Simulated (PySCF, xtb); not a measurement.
Ge(H)2(F)(Me) (CH5FGe), SMILES [CH3][GeH2][F].

Harmonic wavenumbers (cm⁻¹) from GFN2-xTB run with xtb 6.7.1 at its own minimum, in rising order: 103, 172, 409, 479, 577, 586, 659, 782, 801, 803, 1314, 1440, 1441, 1930, 1985, 3009, 3009, 3032.

Task: What does r2SCAN-D4/def2-SVP run with PySCF 2.14.0 give at its own minimum? (Estimate from the structure and the level; the computed values follow.)

Result: 115, 192, 453, 615, 663, 699, 728, 849, 859, 877, 1247, 1427, 1432, 2151, 2158, 3048, 3160, 3170. Paired by order, the mean absolute difference is 83 cm⁻¹ and the zero-point energies are 32.2 and 34.1 kcal/mol.
